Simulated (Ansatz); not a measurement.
Mulliken charges of C3H5AlO, SMILES `C#C[O][AlH][CH3]` from r2SCAN/def2-TZVPP in Ansatz (PBE0-D4/def2-TZVP geometry).

| atom | x (Å) | y (Å) | z (Å) | charge (e) |
| --- | --- | --- | --- | --- |
| C1 | 0.100 | -1.213 | 2.477 | -0.365 |
| C2 | -0.586 | -0.925 | 1.533 | 0.156 |
| O3 | -1.333 | -0.626 | 0.536 | -0.359 |
| Al4 | -0.980 | 0.201 | -0.943 | 0.600 |
| C5 | 0.828 | 0.824 | -1.232 | -0.379 |
| H6 | 0.695 | -1.473 | 3.317 | 0.242 |
| H7 | -2.250 | 0.323 | -1.864 | -0.128 |
| H8 | 1.538 | -0.005 | -1.155 | 0.079 |
| H9 | 1.113 | 1.547 | -0.461 | 0.078 |
| H10 | 0.958 | 1.298 | -2.207 | 0.075 |

By hand: the dipole of these point charges (1 e Å = 4.8032 D).

Σ q r = (0.185, 0.151, -0.208) e Å, of length 0.317 e Å = 1.52 D.

How does the dipole of the full density compare? (An estimate is asked.)

Computed: (0.166, 0.250, -0.415) e Å, 2.46 D; the point charges give 0.62 times that, at 17° from its direction.

Point charges leave out the atoms' own dipoles, such as those of lone pairs, and Mulliken's split depends on the basis, so the two needn't agree.
